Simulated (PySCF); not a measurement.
The 13-electron isoelectronic series, spin-free X2C

All values are computed (PySCF 2.14, energy differences of UHF-based or UKS calculations, no spin-orbit coupling). Each ion has its own even-tempered basis scaled to its charge (18s12p4d4f for the first); frozen: 1s2. Ionisation energies in eV, correlation energies of the ion in mhartree.

```csv
ion,configuration,UHF,LDA,PBE,PBE0,r2SCAN,MP2 (outer shells),CCSD (outer shells),E_corr MP2,E_corr CCSD(T),"NIST (with spin-orbit, Breit and QED)"
Ba(43+),[Ne] 3s2 3p1 (2P),3296.8,3298.6,3299.6,3299.2,3299.1,3297.4,3297.3,-484.4,-508.9,3363 ± 4 (t)
La(44+),[Ne] 3s2 3p1 (2P),3443.9,3445.6,3446.7,3446.3,3446.1,3444.4,3444.4,-485.4,-509.3,3515 ± 4 (t)
Ce(45+),[Ne] 3s2 3p1 (2P),3594.5,3596.2,3597.4,3597.0,3596.8,3595.0,3595.0,-486.8,-510.2,3672 ± 4 (t)
Pr(46+),[Ne] 3s2 3p1 (2P),3748.3,3750.0,3751.2,3750.8,3750.6,3748.8,3748.8,-488.0,-510.8,3832 ± 4 (t)
Nd(47+),[Ne] 3s2 3p1 (2P),3905.7,3907.5,3908.7,3908.3,3908.1,3906.3,3906.3,-489.4,-511.8,3997 ± 4 (t)
Pm(48+),[Ne] 3s2 3p1 (2P),4066.4,4068.1,4069.4,4068.9,4068.7,4066.9,4066.9,-490.7,-512.5,4166 ± 4 (t)
Sm(49+),[Ne] 3s2 3p1 (2P),4230.5,4232.2,4233.5,4233.0,4232.8,4231.0,4231.0,-491.9,-513.1,4337 ± 4 (t)
Eu(50+),[Ne] 3s2 3p1 (2P),4398.2,4399.9,4401.3,4400.8,4400.6,4398.8,4398.8,-493.4,-514.2,4513 ± 4 (t)
Gd(51+),[Ne] 3s2 3p1 (2P),4569.2,4570.9,4572.3,4571.9,4571.7,4569.8,4569.8,-494.7,-515.0,4693 ± 4 (t)
Tb(52+),[Ne] 3s2 3p1 (2P),4744.0,4745.7,4747.1,4746.7,4746.5,4744.6,4744.6,-496.3,-516.2,4877 ± 4 (t)
```

Each ion has its own basis, which adds noise of up to about 0.1 % along the series.

NIST values marked (s) are semi-empirical, (t) theoretical. Open shells are high-spin determinants of the terms that Hund's rules give.

Spin-orbit coupling of the open shells is absent from the calculated values and included in NIST's; it grows fast with Z.
